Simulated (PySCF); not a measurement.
# Structure revision by computed shifts

A compound C$_{4}$H$_{14}$Si$_{3}$ gives the data below (simulated from a calculation) and was assigned the structure `C[C@]1([SiH3])C[Si@H]([SiH3])C1`.

13C{1H} NMR (computed): δ 31.3 (CH2), 30.3 (CH2), 13.0 (CH2), 11.4 (CH2).

1H NMR (300 MHz, computed): δ 4.11 (m, 1H), 3.96 (m, 1H), 3.91 (m, 1H), 3.55 (d, 3H), 2.25 (m, 1H), 2.17 (m, 1H), 1.32 (m, 1H), 1.31 (m, 1H), 1.23 (m, 1H), 1.21 (m, 1H), 0.94 (m, 1H), 0.66 (m, 1H).

Calculated, not measured (PySCF 2.14.0 with density-fitted response routines): GFN2-xTB geometry, σ from GIAO-PBE0/pcSseg-1. Single conformer, no solvent model, averaged over atoms made equivalent by symmetry, fast rotation or ring inversion, non-relativistic Hamiltonian.

δ = σ(ref) − σ, references computed at the same level: 1H, 13C vs TMS.

Q: Compare with the shifts computed for the proposed structure, pairing carbons in order of shift.

A: Structure with atom numbers: `[CH3:1][C@:2]1([SiH3:3])[CH2:4][Si@H:5]([SiH3:6])[CH2:7]1`; H(Xn) means a hydrogen on atom n.

```
atom  computed for proposal  given list  difference
  C1                   32.9        31.3        +1.6
  C2                   25.5        30.3        -4.8
  C4                   21.3        13.0        +8.3
  C7                   21.3        11.4        +9.9
```

The rms difference is 6.9 ppm and the largest +9.9 ppm at C7 (sp3 CH2 bonded to Si). The proposal also would give 3 carbon signals, not 4. The carbon types in order of shift don't match either: CH3, C, CH2, CH2 for the proposal against CH2, CH2, CH2, CH2 in the data. The proposal doesn't fit.

Q: Which isomer fits?

A: `[SiH3][Si@H]1CCCC[SiH2]1`.

1. Carbon types of the structure: 4 × CH2, leaving 6 H on heteroatoms.
2. δC 31.3, 30.3: sp3 CH2 in a ring; a saturated carbon with 2 carbon neighbours and no heteroatom attached.
3. δH 3.55: hydrogen on a silicon bonded to Si.
4. δH 2.25, 2.17, 1.23, 1.21: hydrogen on an sp3 CH2 in a ring.
5. δH 1.32, 1.31, 0.94, 0.66: hydrogen on an sp3 CH2 bonded to Si.

Other isomers checked: CC1(C)C[Si@@H]([SiH3])[SiH2]1 (rms 13.5 ppm).

The data come from this structure; uniqueness wasn't tested.

Shifts are as computed. Against solution values, carbons near 30 ppm lie about +3 ppm off and those near 130 ppm about +5 ppm. Of 1211 compounds with measured shifts, 218 miss one by over three times the rms of a fit or turn the order of signals round; such compounds aren't used in these exercises. No couplings were computed; multiplicities are counted from neighbouring protons, with m where these are inequivalent, close in shift, in a saturated or five-membered ring or joined by F or P, and br s for small geminal =CH2 splittings.
